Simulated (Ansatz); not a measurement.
A structure relaxed at PBE0-D4/def2-SVPD in Ansatz, charge -1, doublet:

```csv
atom,x (Å),y (Å),z (Å)
Cu1,0.3459,-0.9443,-0.6153
Cu2,-0.3453,0.9446,0.6148
F3,0.0876,-2.3019,-1.8169
F4,-0.0882,2.3017,1.8173
```

(1) Give its formula and point group.

(2) Summarise the bond lengths by kind (pairs closer than 1.2 times the sum of covalent radii, bridged metal pairs left out).

## Answers

(1) the cluster Cu2F2⁻. Point group C2h (tolerance 0.1 Å).

(2) 2 × Cu–F 1.83 Å; 1 × Cu–Cu 2.36 Å.

Another isomer (doublet) lies 0.25 eV lower at PBE0-D4/def2-TZVPD; other spin states weren't run for this one.
